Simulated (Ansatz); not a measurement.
BH8NSi2. Charge 0, multiplicity 1. The bonds changed during the relaxation, so this is another structure than the one it started from. The geometry is a stationary point of PBE0-D4/def2-TZVP. It is one conformer, not always the lowest.

```xyz
12

N    -0.346   -1.204   -0.523
Si   -0.676   -0.861    1.281
B     0.743   -0.198    0.105
Si    0.599    1.704   -0.480
H    -0.991   -0.842   -1.212
H    -0.024   -2.123   -0.790
H    -2.047   -0.292    1.347
H    -0.668   -2.189    1.950
H     1.810   -0.722    0.254
H     1.147    2.644    0.538
H    -0.836    2.080   -0.698
H     1.289    2.004   -1.772
```

Problem. What is the dipole moment at B3LYP/def2-TZVPP? (Estimate.)

Solution. Ansatz gave: 3.51 D, with components (-1.63, -2.99, -0.84) D in this frame, pointing from negative to positive charge.

Problem. And with PBE, r2SCAN, ωB97M-V? (Estimate.)

Solution. Ansatz gave: PBE 3.54 D, r2SCAN 3.58 D, ωB97M-V 3.54 D.

Problem. Give the Mulliken charges with B3LYP, r2SCAN, PBE in def2-TZVPP. (Best estimate.)

Solution. Computed: 
```json
{"atom": "N1", "B3LYP": "-0.17", "r2SCAN": "-0.15", "PBE": "-0.13"}
{"atom": "Si2", "B3LYP": "0.10", "r2SCAN": "0.14", "PBE": "0.05"}
{"atom": "B3", "B3LYP": "0.01", "r2SCAN": "-0.06", "PBE": "-0.02"}
{"atom": "Si4", "B3LYP": "0.10", "r2SCAN": "0.15", "PBE": "0.04"}
{"atom": "H5", "B3LYP": "0.15", "r2SCAN": "0.16", "PBE": "0.17"}
{"atom": "H6", "B3LYP": "0.15", "r2SCAN": "0.16", "PBE": "0.17"}
{"atom": "H7", "B3LYP": "-0.06", "r2SCAN": "-0.06", "PBE": "-0.04"}
{"atom": "H8", "B3LYP": "-0.06", "r2SCAN": "-0.07", "PBE": "-0.05"}
{"atom": "H9", "B3LYP": "0.04", "r2SCAN": "0.02", "PBE": "0.04"}
{"atom": "H10", "B3LYP": "-0.08", "r2SCAN": "-0.09", "PBE": "-0.07"}
{"atom": "H11", "B3LYP": "-0.10", "r2SCAN": "-0.10", "PBE": "-0.08"}
{"atom": "H12", "B3LYP": "-0.09", "r2SCAN": "-0.10", "PBE": "-0.07"}
```

B3LYP here is the variant with VWN-RPA as its local correlation; programs differ in this.
